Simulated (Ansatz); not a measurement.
Frontier orbitals of F₃H₃Si₂, SMILES `F[Si](F)(F)[SiH3]`.

Total charge 0; spin multiplicity 1. All single points use the PBE0-D4/def2-TZVP geometry. Basis def2-TZVPP, the Gaussian-basis code of Ansatz.

Orbital energies of one run (eV). Highest occupied ones, from the top: -8.86, -9.99, -9.99, -11.32, -11.80, -11.80, -12.44, -12.44, -12.98, -13.84, -13.84, -14.92, -16.08, -32.92. Empty: -0.58, -0.57, 0.42, 0.93, 1.85, 1.85.

Task: Which functional gave them?
A. r2SCAN
B. LDA (SPW92)
C. ωB97X-V
D. r2SCANh

Result: D. HOMO energies: r2SCANh -8.86, LDA (SPW92) -8.19, r2SCAN -8.37, ωB97X-V -11.71 eV.
